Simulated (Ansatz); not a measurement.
Ansatz results at the PBE0-D4/def2-TZVP geometry: HOMO–LUMO gap (ωB97M-V/def2-TZVPP) 8.55 eV; HOMO energy (PBE/def2-TZVPP) -4.76 eV; HOMO energy (ωB97M-V/def2-TZVPP) -8.06 eV.

Each molecule was computed in one conformer, which needn't be the lowest.

Which molecule gave them?
A. `[F][Mg][SH]`
B. `[OH][Mg][Cl]`
C. `C[CH2][Mg][CH2]C`
D. `[MgH][N]([SiH3])[SiH3]`

C. The others give `[MgH][N]([SiH3])[SiH3]`: 10.03, -6.11, -9.62; `[OH][Mg][Cl]`: 10.79, -6.70, -10.87; `[F][Mg][SH]`: 9.34, -6.24, -9.61.
